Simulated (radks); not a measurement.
Q: These are the eigenvalues of the occupied orbitals of an atom or ion with whole-number occupations (eV). Method: scalar-relativistic Kohn-Sham, SCAN, spin-unpolarised, spherical densities, finite nucleus; meta-GGA in the generalised Kohn-Sham scheme; Fermi nuclear charge, rms radius of each element as measured or else 0.836 A^(1/3) + 0.57 fm; computed with a radial shooting solver on a logarithmic mesh with Libxc functionals.

1s: -1852.165
2s: -196.4031
2p: -150.5646

Which element is it, and in what charge state? The configuration may be excited.

A: Z = 14, silicon, charge +4: Si4+ in [Ne]. The list shows which subshells hold electrons but not how many an open one holds; the 1s level, -68.066 hartree, gives Z - s = 11.7 by -(Z - s)^2/2, which with screening and relativity narrows Z to a few neighbours, and the depths of the outer levels then fix element, charge and occupations together.
